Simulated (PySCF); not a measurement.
YOF, SMILES [O]=[Y][F]. Geometry: PBE0-D3(BJ)/def2-TZVP. The def2 effective core potentials stand for the cores of Y; spin–orbit coupling is left out.

The numbers are results of PBE0-D3(BJ)/def2-TZVP (PySCF), not measurements.

Harmonic wavenumbers (cm⁻¹): 179, 550, 861. Rotational constants (GHz): 19.44, 5.421, 4.239; symmetry number 1.

**Question.** Work out the zero-point energy and the ideal-gas rigid-rotor harmonic-oscillator thermochemistry at 298.15 K and 1 atm.

**Answer.** ZPE = ½ Σ hcν = ½ × 1591 cm⁻¹ = 9.51 kJ/mol. H − E(el) = 21.65 kJ/mol. Entropy in J/(mol K): translation 168.85, rotation 100.80, vibration 12.73, total 282.38. G − E(el) = -62.54 kJ/mol. Cp = 48.16 J/(mol K).
